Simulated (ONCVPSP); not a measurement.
## Plane-wave convergence, ONCV potential for Si

- Element: silicon
- Generator: ONCVPSP 4.0.1
- Type: optimised norm-conserving Vanderbilt (ONCV)
- Functional: PBE
- Relativity: scalar-relativistic
- Frozen core: [Ne]
- Valence charge: 4
- Reference configuration: 3s2 (charge +2)
- Partial waves: 3s: rc 1.75 bohr, ncon 4, nbas 7, qcut 4.3 1/bohr, 2 projectors, debl 2.7 Ha; p scattering state at 0.11 Ha: rc 2.00 bohr, ncon 4, nbas 7, qcut 4.2 1/bohr, 2 projectors, debl 1.5 Ha; d scattering state at 0.22 Ha: rc 1.65 bohr, ncon 3, nbas 6, qcut 6.8 1/bohr, 2 projectors, debl 3.9 Ha
- Local potential: polynomial inside 1.35 bohr (lpopt 4, dvloc0 0 Ha)
- Core correction: Teter function, fcfact 5.75, rcfact 1.6

In the p channel the program set the typed energies aside and used 0.050, 1.550 Ha. In the d channel the program set the typed energies aside and used 0.050, 3.950 Ha.

For each optimised wave give the share of its norm inside rc, the residual kinetic energy above qcut (Ha) and the cutoffs (Ha) for errors of 10, 1, 0.1 and 0.01 mHa per electron.

| wave | norm inside rc | residual KE | 10 mHa | 1 mHa | 0.1 mHa | 0.01 mHa |
| --- | --- | --- | --- | --- | --- | --- |
| 3s | 0.426 | 3.9e-04 | 5.7 | 8.2 | 16.5 | 35.2 |
| s projector 2 | 0.078 | 1.9e-03 | 7.6 | 9.8 | 21.1 | 52.0 |
| p projector 1 | 0.174 | 2.0e-04 | 3.0 | 4.3 | 12.6 | 33.7 |
| p projector 2 | 0.104 | 7.4e-04 | 4.8 | 8.4 | 13.0 | 33.2 |
| d projector 1 | 0.123 | 1.8e-05 | 10.0 | 15.8 | 20.1 | 29.6 |
| d projector 2 | 0.082 | 2.0e-03 | 19.2 | 25.7 | 62.7 | 93.0 |

The occupied waves need 8.2 Ha and 17 Ha for 1 and 0.1 mHa.
